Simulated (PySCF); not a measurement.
Isomers of C8H12Si, mass 136.071 u with the commonest isotopes. Method used: PBE0/pcSseg-1 in PySCF (dipole) on a GFN2-xTB geometry, gas phase. One conformer each, none proved a minimum here; rigid rotors.

Problem. Order these by rotational constant A, smallest first.
A. `[CH2:1]=[C:2]=[C:3]([C:4]#[C:5][SiH2:6][CH3:7])[CH2:8][CH3:9]` with C2–C3–C8–C9 -112°
B. `[CH2:1]=[CH:2][C:3]1=[CH:4][CH2:5][CH:6]=[CH:7][CH2:8][SiH2:9]1` with C1–C2–C3–C4 175°, C3–C4–C5–C6 -61°, C4–C5–C6–C7 81°, C6–C7–C8–Si9 -67°, C7–C8–Si9–C3 46°
C. `[CH3:1][CH2:2][CH2:3][C:4]#[C:5][C:6]1=[CH:7][CH2:8][SiH2:9]1` with C1–C2–C3–C4 65°
D. `CC(C)C#CC1=CC[SiH2]1`

Solution. A (1980 MHz), B (2357 MHz), C (3301 MHz), D (3527 MHz).

Problem. Order these by out-of-plane moment Σ m c² = (Ia + Ib − Ic)/2, smallest first.
A. `[CH3:1][CH2:2][CH2:3][C:4]#[C:5][C:6]1=[CH:7][CH2:8][SiH2:9]1` with C1–C2–C3–C4 65°
B. `[CH2:1]=[C:2]=[C:3]([C:4]#[C:5][SiH2:6][CH3:7])[CH2:8][CH3:9]` with C2–C3–C8–C9 -112°
C. `[CH2:1]=[CH:2][C:3]1=[CH:4][SiH2:5][CH:6]=[CH:7][CH2:8][CH2:9]1` with C1–C2–C3–C4 170°, C3–C4–Si5–C6 44°, C4–Si5–C6–C7 -25°, C6–C7–C8–C9 -19°, C7–C8–C9–C3 83°
D. `[CH2:1]=[CH:2][C:3]1=[CH:4][CH2:5][CH:6]=[CH:7][CH2:8][SiH2:9]1` with C1–C2–C3–C4 175°, C3–C4–C5–C6 -61°, C4–C5–C6–C7 81°, C6–C7–C8–Si9 -67°, C7–C8–Si9–C3 46°
E. `CC(C)C#CC1=CC[SiH2]1`

Solution. A (15.47 u·Å²), B (24.25 u·Å²), C (26.23 u·Å²), E (26.84 u·Å²), D (27.70 u·Å²).

Problem. Order these by rotational constant C, largest first.
A. `[CH2:1]=[CH:2][C:3]1=[CH:4][SiH2:5][CH:6]=[CH:7][CH2:8][CH2:9]1` with C1–C2–C3–C4 170°, C3–C4–Si5–C6 44°, C4–Si5–C6–C7 -25°, C6–C7–C8–C9 -19°, C7–C8–C9–C3 83°
B. `[CH2:1]=[CH:2][C:3]1=[CH:4][CH2:5][CH:6]=[CH:7][CH2:8][SiH2:9]1` with C1–C2–C3–C4 175°, C3–C4–C5–C6 -61°, C4–C5–C6–C7 81°, C6–C7–C8–Si9 -67°, C7–C8–Si9–C3 46°
C. `[CH2:1]=[C:2]=[C:3]([C:4]#[C:5][SiH2:6][CH3:7])[CH2:8][CH3:9]` with C2–C3–C8–C9 -112°

Solution. B (811.2 MHz), A (783.6 MHz), C (478.8 MHz).

| SMILES | point group | Ia (u·Å²) | Ib (u·Å²) | Ic (u·Å²) | κ | μa (D) | μb (D) | μc (D) |
| --- | --- | --- | --- | --- | --- | --- | --- | --- |
| C=C=C(C#C[SiH2]C)CC | C1 | 255.19 | 848.76 | 1055.45 | -0.84 | 0.75 | 0.43 | 0.17 |
| C=CC1=CCC=CC[SiH2]1 | C1 | 214.38 | 463.99 | 622.97 | -0.64 | 0.66 | 0.52 | 0.23 |
| C=CC1=C[SiH2]C=CCC1 | C1 | 217.49 | 479.91 | 644.94 | -0.65 | 0.81 | 1.04 | 0.15 |
| CCCC#CC1=CC[SiH2]1 | C1 | 153.11 | 934.05 | 1056.21 | -0.96 | 0.14 | 0.09 | 0.08 |
| CC(C)C#CC1=CC[SiH2]1 | C1 | 143.30 | 953.00 | 1042.62 | -0.97 | 0.11 | 0.06 | 0.04 |
